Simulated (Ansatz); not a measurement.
Two isomers of CH6AsBOSi: A = `O[SiH]1CB[AsH]1`, B = `O=CB([SiH3])[AsH2]`.

Calculated with Ansatz (gas phase, PBE0-D4/def2-TZVP geometries, no zero-point term in ΔE). CCSD(T)/CBS adds triple-zeta CCSD(T) − MP2 to the extrapolated MP2 energy (def2 sets, frozen cores). Functionals use def2-TZVPP. B3LYP here is the variant with VWN-RPA as its local correlation; programs differ in this. For As outer-core shells are correlated without core-valence functions, which leaves a few kJ/mol of doubt a bond. Scalar relativity is left out up to krypton. One conformer a species, not always the lowest.

A:

```xyz
11

O     0.165    2.058    1.040
Si    0.110    0.858   -0.086
C     0.947   -0.705    0.546
B    -0.105   -1.501   -0.268
As   -1.854   -0.458   -0.155
H    -0.474    2.769    0.959
H     0.579    1.350   -1.405
H     2.010   -0.918    0.463
H     0.659   -0.615    1.604
H     0.116   -2.371   -1.055
H    -2.153   -0.465   -1.642
```

B:

```xyz
11

O     1.254   -0.352   -2.165
C     1.062   -0.900   -1.099
B     0.297   -0.147    0.038
Si   -1.714   -0.151    0.068
As    1.332    0.680    1.515
H     1.428   -1.944   -0.940
H    -2.251    0.411    1.336
H    -2.162    0.699   -1.069
H    -2.261   -1.523   -0.119
H     0.529    1.948    1.697
H     2.486    1.276    0.739
```

(1) Which isomer does CCSD(T)/CBS put lower? Give the gap. (An estimate is asked.)

(2) Give E(B) − E(A) in kcal/mol with HF/def2-TZVPP, B3LYP, MP2/def2-TZVPP, B2PLYP, CCSD/def2-TZVPP, PBE0-D4, PBE-D4. (An estimate is asked.)

Largest T1 diagnostic: 0.017.

Answers

(1) Ansatz gave: A, by 66.7 kcal/mol.

(2) The calculation gave: HF/def2-TZVPP 57.0, B3LYP 58.1, MP2/def2-TZVPP 70.6, B2PLYP 62.1, CCSD/def2-TZVPP 63.5, PBE0-D4 65.9, PBE-D4 60.8. None reverses the order clearly.

From PBE to PBE0 (25 % exact exchange), in def2-TZVPP and without D4, E(B) − E(A) moves by +5.2 kcal/mol. In def2-TZVPP, CCSD(T) changes the Hartree–Fock value by +6.6 kcal/mol (the triples alone add +0.1 kcal/mol) and MP2 by +13.6 kcal/mol.
